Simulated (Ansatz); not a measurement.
The cluster B4H⁺: single points at one geometry.

```yaml
crystal:
  periodic: [false, false, false]
  atoms:
    - {symbol: B, position_ang: [0.221586, 0.718729, 1.038044]}
    - {symbol: B, position_ang: [-0.055516, -0.167372, -0.252065]}
    - {symbol: B, position_ang: [0.404314, -0.830345, -1.630096]}
    - {symbol: B, position_ang: [-0.998002, -1.092826, -1.149411]}
    - {symbol: H, position_ang: [0.427607, 1.371824, 1.993538]}
basis:
  gaussian: {orbitals: def2-TZVP, initial_orbitals: start.molden}
total_charge: 1
hamiltonian: {xc: {name: r2SCAN0}, dispersion: d4}
scf: {omitted_lower_state_checks: [starts]}
output: {orbitals: {seedname: orbitals}}
```

The file start.molden holds the orbitals of an earlier run on this structure, at another level or in another basis.

```sh
$ ansatz run in.yaml --threads 4 --pin off --events-out ev --progress --plain --max-ram 3916MiB
```

Output, abridged:

```
Functional definition: r2SCAN0
720 factors; their error is unknown
mean field evaluation 1: about -2703.7968 eV, gradient 4.9e0 eV
mean field evaluation 2: about -2703.8230 eV, gradient 2.9e-2 eV
mean field evaluation 4: about -2703.8242 eV, gradient 9.0e-5 eV
mean field -2703.82422621 eV, -99.3637075952 hartree, gradient 2.5e-5 eV, S^2 0.000000; 0 other end points of the search recorded, 0 dependent functions left out
reference -2703.82423763 eV, -99.3637080151 hartree; 10, 10 occupied and 120, 120 virtual orbitals, 720 factors
Total energy: -2703.84682519 eV, -99.3645380925 hartree
Checks for a lower state left out: starts
```

It took 1.1 s on 4 threads of Arm Neoverse V1 on a shared host.

The first input with `hamiltonian: {xc: pbe, dispersion: d4}`, `output: {forces: true, orbitals: {seedname: orbitals}}` (abridged; 0.65 s):

```
Functional definition: PBE
mean field -2701.82220183 eV, -99.2901345565 hartree, gradient 2.2e-5 eV, S^2 0.000000
Total energy: -2701.90772199 eV, -99.2932773642 hartree
Atom 0 force    -0.034241    -0.108194    -0.158590 eV/Å
Atom 1 force     0.030811     0.095358     0.142508 eV/Å
Atom 2 force     0.221136    -0.006256    -0.155781 eV/Å
Atom 3 force    -0.252922    -0.094667     0.007238 eV/Å
Atom 4 force     0.035216     0.113758     0.164624 eV/Å
Dipole moment:     0.084052     0.269857     0.392098 e Å
Checks for a lower state left out: starts
```

First input, but with `hamiltonian: {xc: pbe0, dispersion: d4}` (abridged; 0.75 s):

```
Functional definition: PBE0
mean field -2702.04591744 eV, -99.2983559533 hartree, gradient 1.2e-5 eV, S^2 0.000000
Total energy: -2702.11750780 eV, -99.3009868505 hartree
Checks for a lower state left out: starts
```

First input, but with `hamiltonian: {xc: {name: B97M-V}}` (abridged; 1.8 s):

```
Functional definition: B97M-V
mean field -2707.78448510 eV, -99.5092444253 hartree, gradient 1.2e-5 eV, S^2 0.000000
Total energy: -2707.78454859 eV, -99.5092467583 hartree
Checks for a lower state left out: starts
```

The first input with `gaussian: {orbitals: def2-TZVPP, initial_orbitals: start.molden}`, `correlation: {method: ccsd_t}` and without the key `hamiltonian` (abridged; 3.5 s):

```
Functional definition: HF
mean field evaluation 16: about -2682.0156 eV, gradient 5.0e-2 eV
mean field -2687.91901486 eV, -98.7792018592 hartree, gradient 1.4e-6 eV, S^2 0.000000; unrestricted orbitals would lower it
4 core orbitals not correlated: weight in the atoms' cores, before any rotation towards them, 1.000 or more for the frozen orbitals, at most 0.000 for the correlated occupied ones
second order -9.31862472 eV of doubles, -0.00000000 eV of singles
cycle   1  -9.32822290 eV  change   -9.6e-3 eV  update   1.3e-1
cycle   2  -9.74832541 eV  change   -4.2e-1 eV  update   5.1e-2
cycle   3  -9.90743125 eV  change   -1.6e-1 eV  update   3.2e-2
cycle   4  -9.90814403 eV  change   -7.1e-4 eV  update   1.6e-2
cycle   5  -9.91968697 eV  change   -1.2e-2 eV  update   1.0e-2
cycle   6  -9.92102427 eV  change   -1.3e-3 eV  update   4.4e-3
cycle   7  -9.92165070 eV  change   -6.3e-4 eV  update   2.1e-3
cycle   8  -9.92250444 eV  change   -8.5e-4 eV  update   1.0e-3
cycle   9  -9.92253430 eV  change   -3.0e-5 eV  update   4.8e-4
cycle  10  -9.92220059 eV  change    3.3e-4 eV  update   2.4e-4
cycle  11  -9.92233371 eV  change   -1.3e-4 eV  update   1.2e-4
cycle  12  -9.92230999 eV  change    2.4e-5 eV  update   4.4e-5
cycle  13  -9.92236340 eV  change   -5.3e-5 eV  update   2.1e-5
cycle  14  -9.92236452 eV  change   -1.1e-6 eV  update   7.1e-6
perturbative correction -0.86074454 eV, -0.0316317785 hartree
Total energy: -2698.70212392 eV, -99.1754738082 hartree
Checks for a lower state left out: starts
```

As the first input, with `hamiltonian: {xc: r2scan, dispersion: d4}` (abridged; 1.1 s):

```
Functional definition: r2SCAN
mean field -2704.22919267 eV, -99.3785898384 hartree, gradient 1.0e-5 eV, S^2 0.000000
Total energy: -2704.24776967 eV, -99.3792725305 hartree
Checks for a lower state left out: starts
```

Geometry: r2SCAN-D4/def2-TZVP.

Correlated methods freeze 4 core orbitals. The restricted singlet is unstable towards broken spin symmetry in Hartree–Fock (as tested in another run); at r2SCAN0-D4/def2-TZVP, PBE-D4/def2-TZVP, PBE0-D4/def2-TZVP, B97M-V/def2-TZVP and others this wasn't settled. At CCSD(T)/def2-TZVPP T1 of the charge 1 singlet is large (up to 0.041), so the single-reference result is doubtful. At CCSD(T)/def2-TZVPP the restricted singlet (for correlated methods, its reference) is unstable: a solution with broken spin symmetry lies lower. Another isomer (triplet) lies 0.41 eV lower at PBE0-D4/def2-TZVP; other spin states weren't run for this one.
